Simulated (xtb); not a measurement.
H3Cl2OSiTi (SMILES [SiH3][O][Ti+]([Cl])[Cl]), charge +1, singlet, from a rough starting geometry (GFN-xTB shapes and energies of metal compounds can be far from the true ones) (the multiplicity is a formal guess); GFN2-xTB in xtb.

xtb was given this input:
```
$ xtb mol.xyz --gfn 2 --chrg 1 --opt vtight --json

# file mol.xyz
8

Ti    -0.15929215     0.65371999     1.72961030
Cl     0.63640608    -1.12189093     2.48797239
Cl     1.50851526     1.78182358     1.36605974
O     -0.74836534     0.28212218     0.30588009
Si    -0.37309163    -0.25679785    -1.30241176
H      0.40888054     0.82946368    -1.75647104
H     -1.68219241    -0.54304207    -1.94594626
H      0.39997149    -1.55025410    -0.90803804
```

It wrote (shortened):

```
   ID    Z sym.   atoms
    1   22 Ti     1
    2   17 Cl     2, 3
    3    8 O      4
    4   14 Si     5
    5    1 H      6-8

           -------------------------------------------------
          |                Calculation Setup                |
           -------------------------------------------------

molecular fragmentation (1/2 indicates fragments):
11111112
# atoms in fragment 1/2:     7     1
 fragment masses (1/2) :      164.87        1.01
CMA distance (Bohr)    :   5.210
constraining FC (au)   :  0.0500

           -------------------------------------------------
          |                 G F N 2 - x T B                 |
           -------------------------------------------------

          ...................................................
          :                      SETUP                      :
          :.................................................:
          :  # basis functions                  47          :
          :  # atomic orbitals                  43          :
          :  # shells                           17          :
          :  # electrons                        30          :
          :  max. iterations                   250          :
          :  Hamiltonian                  GFN2-xTB          :
          :  restarted?                      false          :
          :  GBSA solvation                  false          :
          :  PC potential                    false          :
          :  electronic temp.          300.0000000     K    :
          :  accuracy                    1.0000000          :
          :  -> integral cutoff          0.2500000E+02      :
          :  -> integral neglect         0.1000000E-07      :
          :  -> SCF convergence          0.1000000E-05 Eh   :
          :  -> wf. convergence          0.1000000E-03 e    :
          :  Broyden damping             0.4000000          :
          :  net charge                          1          :
          :  unpaired electrons                  0          :
          ...................................................

 iter      E             dE          RMSdq      gap      omega  full diag
   1    -17.7550020 -0.177550E+02  0.122E+01    1.50       0.0  T
   2    -17.8547216 -0.997196E-01  0.659E+00    2.99       1.0  T
   3    -17.8567493 -0.202763E-02  0.524E+00    1.28       1.0  T
   4    -17.8777140 -0.209647E-01  0.243E+00    1.68       1.0  T
   5    -17.8773461  0.367893E-03  0.146E+00    1.70       1.0  T
   6    -17.8792868 -0.194069E-02  0.344E-01    2.00       1.0  T
   7    -17.8792652  0.215679E-04  0.187E-01    2.03       1.0  T
   8    -17.8793325 -0.672496E-04  0.523E-02    2.04       1.0  T
   9    -17.8793347 -0.221708E-05  0.316E-02    2.04       1.1  T
  10    -17.8793361 -0.142150E-05  0.169E-02    2.04       2.1  T
  11    -17.8793367 -0.602562E-06  0.113E-02    2.05       3.1  T
  12    -17.8793369 -0.215159E-06  0.441E-03    2.04       8.0  T
  13    -17.8793370 -0.144511E-07  0.264E-03    2.05      13.4  T
  14    -17.8793370 -0.148256E-07  0.164E-03    2.05      21.6  T
  15    -17.8793370 -0.691445E-08  0.137E-03    2.05      25.8  T
  16    -17.8793370 -0.403684E-08  0.333E-04    2.05     106.2  T
  17    -17.8793370 -0.129248E-09  0.130E-04    2.05     272.9  T

   *** convergence criteria satisfied after 17 iterations ***

         :::::::::::::::::::::::::::::::::::::::::::::::::::::
         ::                     SUMMARY                     ::
         :::::::::::::::::::::::::::::::::::::::::::::::::::::
         :: total energy             -17.784611775634 Eh    ::
         :: gradient norm              0.092701836898 Eh/a0 ::
         :: HOMO-LUMO gap              2.045329441828 eV    ::
         ::.................................................::
         :: SCC energy               -17.879330603223 Eh    ::
         :: -> isotropic ES            0.152080008534 Eh    ::
         :: -> anisotropic ES         -0.007742160464 Eh    ::
[...]
 * total energy  :   -17.7940279 Eh     change       -0.3724034E-06 Eh
 * total energy  :   -17.7940282 Eh     change       -0.3176466E-06 Eh
 * total energy  :   -17.7940285 Eh     change       -0.2902276E-06 Eh
 * total energy  :   -17.7940288 Eh     change       -0.2793636E-06 Eh
 * total energy  :   -17.7940290 Eh     change       -0.2693980E-06 Eh
 * total energy  :   -17.7940293 Eh     change       -0.2517701E-06 Eh
 * total energy  :   -17.7940295 Eh     change       -0.2278446E-06 Eh
 * total energy  :   -17.7940297 Eh     change       -0.2035964E-06 Eh
 * total energy  :   -17.7940299 Eh     change       -0.1842089E-06 Eh
 * total energy  :   -17.7940301 Eh     change       -0.1714937E-06 Eh
 * total energy  :   -17.7940302 Eh     change       -0.1641844E-06 Eh
 * total energy  :   -17.7940303 Eh     change       -0.8323642E-07 Eh
   *** GEOMETRY OPTIMIZATION CONVERGED AFTER 68 ITERATIONS ***
         :: total energy             -17.794030314516 Eh    ::
[...]
        11        2.0000           -0.6246645             -16.9980
        12        2.0000           -0.6187001             -16.8357
        13        2.0000           -0.6161827             -16.7672
        14        2.0000           -0.5873155             -15.9817
        15        2.0000           -0.5841122             -15.8945 (HOMO)
        16                         -0.5196669             -14.1409 (LUMO)
        17                         -0.4993246             -13.5873
        18                         -0.4956944             -13.4885
        19                         -0.4621270             -12.5751
        20                         -0.4470560             -12.1650
        21                         -0.3729124             -10.1475
        22                         -0.3512321              -9.5575
        23                         -0.3477048              -9.4615
        24                         -0.2954535              -8.0397
        25                         -0.1989930              -5.4149
        26                         -0.1931269              -5.2553
       ...                                ...                  ...
        43                          0.6922422              18.8369
      -------------------------------------------------------------
                  HL-Gap            0.0644453 Eh            1.7536 eV
             Fermi-level           -0.5518895 Eh          -15.0177 eV

     #   Z          covCN         q      C6AA      α(0)
     1  22 Ti       2.482     1.020   171.805    32.108
     2  17 Cl       0.765    -0.059   100.813    15.359
     3  17 Cl       0.765    -0.059   100.802    15.358
     4   8 O        1.494    -0.512    23.295     6.508
     5  14 Si       3.742     0.550    95.793    18.734
     6   1 H        0.917     0.023     2.696     2.568
     7   1 H        0.917     0.023     2.683     2.562
     8   1 H        0.906     0.014     2.830     2.632

 Mol. C6AA /au·bohr⁶  :       2693.236885
 Mol. C8AA /au·bohr⁸  :     150105.283727
 Mol. α(0) /au        :         95.829416

Wiberg/Mayer (AO) data.
largest (>0.10) Wiberg bond orders for each atom

 ---------------------------------------------------------------------------
     #   Z sym  total        # sym  WBO       # sym  WBO       # sym  WBO
 ---------------------------------------------------------------------------
     1  22 Ti   4.501 --     3 Cl   1.406     2 Cl   1.406     4 O    1.346
                             5 Si   0.234
     2  17 Cl   1.577 --     1 Ti   1.406
     3  17 Cl   1.578 --     1 Ti   1.406
     4   8 O    2.367 --     1 Ti   1.346     5 Si   0.805
     5  14 Si   3.586 --     7 H    0.866     6 H    0.863     4 O    0.805
                             8 H    0.798     1 Ti   0.234
     6   1 H    0.999 --     5 Si   0.863
     7   1 H    0.999 --     5 Si   0.866
     8   1 H    1.000 --     5 Si   0.798
 ---------------------------------------------------------------------------

Topologies differ in total number of bonds
Writing topology from bond orders to xtbtopo.mol

molecular dipole:
                 x           y           z       tot (Debye)
 q only:       -0.265       0.640       1.175
   full:       -0.803       1.525       2.574       7.874
molecular quadrupole (traceless):
                xx          xy          yy          xz          yz          zz
 q only:       -8.075      -0.080      -5.043      -0.516       7.862      13.118
  q+dip:       -9.763      -1.577      -4.611      -3.991      11.649      14.374
   full:      -10.494      -2.387      -4.958      -4.761      13.089      15.452

optimized geometry written to: xtbopt.xyz

           -------------------------------------------------
          | TOTAL ENERGY              -17.794030314516 Eh   |
          | GRADIENT NORM               0.000030106790 Eh/α |
          | HOMO-LUMO GAP               1.753646345860 eV   |
           -------------------------------------------------
```
